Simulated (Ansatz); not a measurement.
NbO2F2, that is [NbO2F2]- with one electron fewer, relaxed as a doublet with UKS PBE-D4/def2-SVPD in Ansatz, starting from the PBE-D4/def2-SVPD geometry of the charge -1 singlet. Force threshold 0.02 eV/Å.

In the def2 sets Nb takes a core potential; there is no spin–orbit coupling. The relaxation made no stability test and no search for a lower SCF solution. No other spin state of charge 0 was run.

Start:

```
atom   x (Å)   y (Å)   z (Å)
 Nb1   0.015  -0.014   0.034
  O2   0.002  -1.690   0.584
  O3   0.838   0.955   1.259
  F4  -1.824   0.627  -0.202
  F5   0.969   0.121  -1.675
```

```json
{"step": "1", "energy (eV)": "-11067.9380", "largest force component (eV/Å)": "3.002", "SCF passes": "21"}
{"step": "2", "energy (eV)": "-11068.1344", "largest force component (eV/Å)": "0.568", "SCF passes": "29"}
{"step": "3", "energy (eV)": "-11068.1476", "largest force component (eV/Å)": "0.163", "SCF passes": "23"}
{"step": "4", "energy (eV)": "-11068.1488", "largest force component (eV/Å)": "0.051", "SCF passes": "23"}
{"step": "5", "energy (eV)": "-11068.1489", "largest force component (eV/Å)": "0.003", "SCF passes": "24"}
```

Force components are those of the run's own axes.

End:

```xyz
5

Nb   -0.023    0.020   -0.050
O     0.046   -1.630    0.648
O     0.833    0.861    1.283
F    -1.807    0.625   -0.213
F     0.950    0.125   -1.668
```

By distances, no bond broke or formed. The bond that changes most is Nb1–F5, from 1.96 to 1.89 Å (atoms count from 1).

No frequencies were taken in this run, so the end may be a saddle point.

It took 7.5 s on 4 threads of Arm Neoverse V1 on a shared host.
